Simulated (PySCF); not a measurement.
Work out the structure from these simulated measurements.

Elements present: C, Cl, F, H and Si. Monoisotopic mass: 185.9919 u.

- 13C NMR: chemical shifts (computed TMS as zero) by class: 86.0 (1 C), 50.9 (1 C), 22.9 (1 C) ppm [GIAO PBE0/pcSseg-1]
- NMR, other nuclei: isotropic shieldings of nuclei other than C and H, by class: 451 (1 F), 392 (1 Si), 461 (2 Si), 831 (1 Cl) ppm [GIAO PBE0/pcSseg-1]
- Rotational structure: rotational constants A, B, C: 1.114, 0.591, 0.585 GHz [GFN2-xTB]
- 1H NMR: chemical shifts (computed TMS as zero) by class: 5.33 (2 H), 3.75 (2 H), 3.64 (6 H), 1.20 (2 H) ppm [GIAO PBE0/pcSseg-1]
- Dipole: 2.85 D [PBE0/pcSseg-1]

Electronic properties: PySCF, gas phase, density fitting. Levels stand in brackets. Geometry: GFN2-xTB, one conformer, isolated molecule. NMR classes are plain means over equivalent atoms (diastereotopic ones count apart unless rotation or inversion swaps them), as if these changed places fast.

Task: Which formula fits the mass and the elements?

Result: C3H12ClFSi3 (calculated 185.9919). No other formula that holds each of these elements comes within 0.0003 u with a fitting electron parity and a possible valence count.

Task: Propose a structure and show how it fits.

Result: Numbering: `[F:1][CH2:2][Si:3]([SiH3:4])([SiH3:5])[CH2:6][CH2:7][Cl:8]`. Its formula, C3H12ClFSi3, gives 0 degrees of unsaturation, so no ring and no π bond. 3 carbons fall into 3 classes; from least to most shielded: sp3 C–F carbon [C2] (86.0 ppm), sp3 C–Cl carbon [C7] (50.9 ppm), sp3 carbon bound to silicon [C6] (22.9 ppm). Hydrogen classes from least to most shielded: 2 H on an sp3 C–F carbon, C2 (5.33 ppm, a mean of values up to 0.6 ppm apart in this geometry), 2 H on an sp3 C–Cl carbon, C7 (3.75 ppm, a mean of values up to 0.5 ppm apart in this geometry), 6 H on 2 SiH3 silicons, Si4/Si5 (3.64 ppm, a mean of values up to 0.6 ppm apart in this geometry), 2 H on an sp3 carbon bound to silicon, C6 (1.20 ppm). The other shieldings belong to: 451 ppm, alkyl fluorine [F1]; 392 ppm, four-coordinate silicon [Si3]; 461 ppm, SiH3 silicon [Si4/Si5]; 831 ppm, alkyl chlorine [Cl8]. The optimised geometry has point group C1 and is an asymmetric top. Structure: `[SiH3][Si](CF)([SiH3])CCCl`. Computed isomers that give other values at the same levels: `C[Si@@](Cl)(C[SiH3])C[SiH2]F` (13C chemical shifts (computed TMS as zero) by class: 10.7 (1 C), 6.0 (1 C), 0.1 (1 C) ppm). The assignments are read from this structure; whether some other isomer fits the data as well wasn't checked.

Conformer computed: `[F:1][CH2:2][Si:3]([SiH3:4])([SiH3:5])[CH2:6][CH2:7][Cl:8]`: F1–C2–Si3–Si4 -78°, C2–Si3–C6–C7 85°, Si3–C6–C7–Cl8 -59°.
